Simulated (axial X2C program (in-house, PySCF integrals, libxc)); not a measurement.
**TiCl with a deliberately poor setting**

Computed with an in-house relativistic program for diatomic molecules.

Input file and command:
```json
{"zs": [22, 17], "q": 0, "bas": ["dyall-v3z", "dyall-v3z"], "levels": ["PBE0", "HF", "BLYP", "B3LYP"], "cc": false, "r0": 2.35, "npts": 10, "nst": 2, "ntry": 6, "opt": {"ecut": 1.0}}
```
```bash
python so2c.py task.json out
```

Keys: zs atomic numbers; q charge; bas basis sets; levels methods; cc coupled cluster on or off; r0 starting distance in Å; npts points on the curve; nst determinants followed; ntry starts of the search; ecut virtual cutoff in hartree. HF also brings MP2.

One numerical setting was spoiled on purpose. Which, and what came out?

Virtual space cut too low. States: spin-free M_S = 3/2, Λ = 3; 2c Ω = 3/2. The apparent results, which are not to be taken for properties of TiCl:

```json
{"Hamiltonian": "spin-free", "level": "PBE0", "points converged": "10 of 10", "Re (Å)": "2.252", "ωe (cm⁻¹)": "411", "De (eV)": "4.62", "curve-fit residual (μEh)": "0.41"}
{"Hamiltonian": "spin-free", "level": "HF", "points converged": "10 of 10", "Re (Å)": "2.362", "ωe (cm⁻¹)": "378", "De (eV)": "3.89", "curve-fit residual (μEh)": "0.003"}
{"Hamiltonian": "spin-free", "level": "MP2", "points converged": "10 of 10", "Re (Å)": "2.300", "ωe (cm⁻¹)": "386", "De (eV)": "3.96", "curve-fit residual (μEh)": "5.9"}
{"Hamiltonian": "spin-free", "level": "BLYP", "points converged": "10 of 10", "Re (Å)": "2.263", "ωe (cm⁻¹)": "397", "De (eV)": "4.31", "curve-fit residual (μEh)": "0.36"}
{"Hamiltonian": "spin-free", "level": "B3LYP", "points converged": "10 of 10", "Re (Å)": "2.267", "ωe (cm⁻¹)": "402", "De (eV)": "4.28", "curve-fit residual (μEh)": "0.29"}
{"Hamiltonian": "2c", "level": "PBE0", "points converged": "10 of 10", "Re (Å)": "2.252", "ωe (cm⁻¹)": "411", "De (eV)": "4.63", "curve-fit residual (μEh)": "0.41"}
{"Hamiltonian": "2c", "level": "HF", "points converged": "10 of 10", "Re (Å)": "2.362", "ωe (cm⁻¹)": "378", "De (eV)": "4.01", "curve-fit residual (μEh)": "0.0029"}
{"Hamiltonian": "2c", "level": "MP2", "points converged": "10 of 10", "Re (Å)": "2.300", "ωe (cm⁻¹)": "386", "De (eV)": "3.99", "curve-fit residual (μEh)": "6"}
{"Hamiltonian": "2c", "level": "BLYP", "points converged": "10 of 10", "Re (Å)": "2.261", "ωe (cm⁻¹)": "393", "De (eV)": "4.32", "curve-fit residual (μEh)": "26"}
{"Hamiltonian": "2c", "level": "B3LYP", "points converged": "10 of 10", "Re (Å)": "2.267", "ωe (cm⁻¹)": "402", "De (eV)": "4.29", "curve-fit residual (μEh)": "0.29"}
```
